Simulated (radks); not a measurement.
Values are calculated unless marked as measured or tabulated.
Problem. The mean radii <r> (bohr) of the occupied orbitals of an atom or ion are listed with their occupations. Level of theory: Dirac Kohn-Sham, PBE, spin-unpolarised, spherical densities, finite nucleus; Fermi nuclear charge, rms radius of each element as measured or else 0.836 A^(1/3) + 0.57 fm (a radial shooting solver on a logarithmic mesh with Libxc functionals).

| orbital | occ. | <r> |
|---|---|---|
| 1s1/2 | 2 | 0.02409 |
| 2s1/2 | 2 | 0.1026 |
| 2p1/2 | 2 | 0.08605 |
| 2p3/2 | 4 | 0.09235 |
| 3s1/2 | 2 | 0.2720 |
| 3p1/2 | 2 | 0.2617 |
| 3p3/2 | 4 | 0.2740 |
| 3d3/2 | 4 | 0.2452 |
| 3d5/2 | 6 | 0.2490 |
| 4s1/2 | 2 | 0.6227 |
| 4p1/2 | 2 | 0.6405 |
| 4p3/2 | 4 | 0.6684 |
| 4d3/2 | 4 | 0.7216 |
| 4d5/2 | 6 | 0.7316 |
| 5s1/2 | 2 | 1.472 |
| 5p1/2 | 1.33333 | 1.633 |
| 5p3/2 | 2.66667 | 1.706 |
| 4f5/2 | 1.28571 | 1.047 |
| 4f7/2 | 1.71429 | 1.058 |
| 6s1/2 | 1 | 3.574 |
| 6p1/2 | 0.666667 | 4.180 |
| 6p3/2 | 1.33333 | 4.332 |

Name the element and its charge. Open shells, if any, are shared by 2j + 1.

Solution. Z = 59, praseodymium, charge +1: Pr+ in [Kr] 4d10 4f3 5s2 5p4 6s1 6p2. The 1s radius gives Z: for a bare nucleus <r> = (2 gamma + 1)/(2Z) with gamma = sqrt(1 - (Z/c)^2), 0.02377 bohr for Z = 59, and screening makes it slightly larger (0.02409 here). The occupations add up to 58, and the charge is Z minus that.
